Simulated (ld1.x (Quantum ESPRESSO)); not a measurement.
# Configuration tests for Cd (TM)

cadmium (Cd), norm-conserving Troullier–Martins (Kleinman–Bylander form), made with ld1.x (Quantum ESPRESSO) 7.5 (PBEsol, fully relativistic). Core [Kr], reference 4d10 5s2 5p0. Waves: 5p (bound, empty): rc 3.60 bohr; 4d (bound): rc 1.30 bohr; 5s (bound): rc 1.85 bohr. Local part: the s channel. Core correction: Bessel-smoothed model core inside 0.75 bohr.

Open shells are filled in proportion to 2j + 1 (rel_dist='average').

Energies are relative to the spin-unpolarised reference configuration 4d10 5s2 5p0; without spin polarisation the order of configurations can differ from experiment.

```tsv
valence configuration	charge	ΔE all-electron (eV)	error AE − PS (meV)
4d10 5s0 5p0	+2	26.407	-33
4d9 5s0 5p0	+3	64.403	-226
4d9 5s2 5p1	0	12.637	-168
4d10 5s0 5p2	0	9.751	+13
4d10 5s1 5p1	0	4.722	+2.5
4d9 5s2 5p0	+1	17.975	-141
```

**Question.** What are ΔE and the potential's error for 4d10 5s1 5p0?

**Answer.** ΔE = 9.310 eV all-electron; the error (AE − PS) is -4.3 meV.

Levels in the configuration 4d10 5s0 5p2:

```
   level  all-electron (eV)  pseudo (eV)
4d j=3/2            -15.692      -15.650
4d j=5/2            -14.983      -14.943
5p j=1/2             -2.971       -2.971
5p j=3/2             -2.715       -2.714
```
